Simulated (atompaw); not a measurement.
**Reading a pseudo-wave (Ni)**

Columns: radius, all-electron u(r) and pseudo u(r) of the 4s shell (level -5.64 eV) of nickel in the configuration [Ne] 3s2 3p6 3d8 4s2 4p0; PBE, scalar-relativistic, PAW (atompaw) scheme, atompaw 4.2.0.5.

| r (bohr) | all-electron | pseudo |
| --- | --- | --- |
| 0.090 | 0.0600 | 0.0405 |
| 0.181 | 0.1624 | 0.0813 |
| 0.271 | 0.0398 | 0.1213 |
| 0.362 | -0.1249 | 0.1613 |
| 0.452 | -0.2354 | 0.2003 |
| 0.542 | -0.2747 | 0.2385 |
| 0.633 | -0.2540 | 0.2762 |
| 0.723 | -0.1931 | 0.3124 |
| 0.813 | -0.1095 | 0.3475 |
| 0.904 | -0.0148 | 0.3815 |
| 0.994 | 0.0802 | 0.4137 |
| 1.085 | 0.1721 | 0.4446 |
| 1.175 | 0.2557 | 0.4735 |
| 1.265 | 0.3306 | 0.5004 |
| 1.356 | 0.3970 | 0.5256 |
| 1.446 | 0.4534 | 0.5484 |
| 1.537 | 0.5015 | 0.5693 |
| 1.627 | 0.5409 | 0.5875 |
| 1.717 | 0.5727 | 0.6034 |
| 1.808 | 0.5980 | 0.6170 |
| 1.898 | 0.6169 | 0.6278 |
| 1.988 | 0.6305 | 0.6361 |
| 2.079 | 0.6393 | 0.6417 |
| 2.169 | 0.6438 | 0.6446 |
| 2.260 | 0.6447 | 0.6448 |
| 2.350 | 0.6423 | 0.6423 |

Question: How many radial nodes do the two functions have?

Answer: The all-electron 4s function has n − l − 1 = 3 (the table is too coarse to show those close to the nucleus); the pseudo-wave has 0, since the states of the same l below it are removed with the core.

Question: Is the pseudo-wave norm-conserving?

Answer: No, it belongs to a PAW set: the norm inside the radius is not constrained, and the difference is carried by the augmentation charge.
